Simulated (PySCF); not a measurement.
FH4SbSi.
SMILES with atom numbers: `[F:1][SiH2:2][SbH2:3]` (hydrogens: H4, H5 on Si2; H6, H7 on Sb3)

Computed by this run: PBE0-D3(BJ)/def2-SVP geometry optimisation, gas phase, def2 core potentials past Kr in PySCF 2.14.0; density fitting, grid level 1; the optimiser is geomeTRIC in internal coordinates, started from a GFN2-xTB structure with every atom displaced at random (about 0.01 Å).

Step 0: E = -17187.7624 eV
```
atom  x, y, z in Å  |  force x, y, z in eV/Å
F1     -1.7807   -0.1989    1.2306   -0.507  -0.164   0.750
Si2    -0.8797    0.0740   -0.0824   -0.281   0.135   0.532
Sb3     1.4438   -0.0739    0.8608    0.545   0.078   0.162
H4     -1.3152   -0.9383   -1.0099   -0.012  -0.721  -0.883
H5     -1.3178    1.3847   -0.5417    0.092   0.718  -0.400
H6      2.0165    1.0395   -0.2913    0.112   0.238  -0.072
H7      1.8670   -1.3162   -0.2161    0.050  -0.284  -0.089
```

Problem. Estimate the geometry and energy of step 1. (The exact step hangs on the optimiser's Hessian estimate; all steps are aligned on step 0, rigid shifts and turns removed.)

Solution. E = -17187.8959 eV, largest force 0.264 eV/Å
```
atom  x, y, z in Å  |  force x, y, z in eV/Å
F1     -1.9352   -0.2139    1.2815    0.081   0.053  -0.246
Si2    -0.9488    0.0602    0.0042    0.215  -0.075  -0.051
Sb3     1.4979   -0.0595    0.8397    0.076  -0.046  -0.110
H4     -1.2144   -0.9722   -1.0491   -0.097   0.087   0.149
H5     -1.2090    1.4248   -0.5446   -0.131  -0.038   0.082
H6      1.9929    1.0940   -0.3450   -0.095  -0.098   0.075
H7      1.8505   -1.3625   -0.2365   -0.049   0.118   0.101
```

The energy changes by -0.1336 eV. The first-order estimate −F·Δx gives -0.3360 eV and the mean of the old and new forces, exact on a quadratic surface, -0.1246 eV. The step makes an angle of 51° with the force vector and moves no atom by more than 0.163 Å.

The cost below is that of the whole optimisation. Time: 28 s wall; peak memory 0.33 GiB. Hardware: one thread, Arm Neoverse V1 (aarch64), no GPU, on a shared host.
